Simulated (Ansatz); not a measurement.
CH7GeN (SMILES [CH3][GeH2][NH2]), singlet, at a GFN2-xTB geometry; SC-NEVPT2/6-31G, CASSCF(2,3) run with Ansatz (an electronic-structure program).

The Ansatz input:
Ansatz 0.2 input:
```yaml
crystal:
  periodic: [false, false, false]
  atoms:
    - {symbol: Ge, position_ang: [-0.03852749, -0.29826525, 0.18887817]}
    - {symbol: C, position_ang: [1.62964066, 0.44535456, -0.57584762]}
    - {symbol: N, position_ang: [-1.53410385, 0.68169130, -0.12850713]}
    - {symbol: H, position_ang: [0.04371239, -0.39594059, 1.68437563]}
    - {symbol: H, position_ang: [-0.34215919, -1.65352553, -0.38023861]}
    - {symbol: H, position_ang: [1.55152035, 0.53096011, -1.65733976]}
    - {symbol: H, position_ang: [1.82907163, 1.43552091, -0.17229564]}
    - {symbol: H, position_ang: [2.48103368, -0.18787893, -0.34925976]}
    - {symbol: H, position_ang: [-1.81343297, 0.76616877, -1.09609878]}
    - {symbol: H, position_ang: [-1.55598332, 1.60521686, 0.28139119]}
basis:
  gaussian:
    orbitals: 6-31G
magnetization: {spin_polarized: false}
correlation: {method: sc_nevpt2, electrons: all, active_space: {window: {electrons: 2, orbitals: 3}}}
```

The log (banner, timings and long lists left out):

```
Functional definition: HF
734 factors; integrals over basis functions are off by at most 4.6e-4 eV
mean field evaluation 1: about -59083.7991 eV, gradient 3.3e1 eV
mean field evaluation 2: about -59083.7989 eV, gradient 3.3e1 eV
mean field evaluation 4: about -59086.2094 eV, gradient 2.4e0 eV
mean field evaluation 8: about -59086.2280 eV, gradient 2.1e-4 eV
mean field -59086.22802822 eV, -2171.3788299533 hartree, gradient 2.1e-6 eV, S^2 0.000000; 0 other end points of the search recorded, 0 dependent functions left out
reference -59086.22802822 eV, -2171.3788299533 hartree; 26, 26 occupied and 35, 35 virtual orbitals, 734 factors
state -59086.78690209 eV, -2171.3993681891 hartree
state -59086.78690209 eV, -2171.3993681891 hartree; corrected -59099.31505376 eV, -2171.8597692712 hartree
state -59086.63771002 eV, -2171.3938854816 hartree
state -59086.63771002 eV, -2171.3938854816 hartree; corrected -59099.18852840 eV, -2171.8551195500 hartree
state -59086.78690209 eV, -2171.3993681891 hartree; corrected -59099.31505376 eV, -2171.8597692712 hartree
Total energy: -59099.31505376 eV, -2171.8597692712 hartree
```
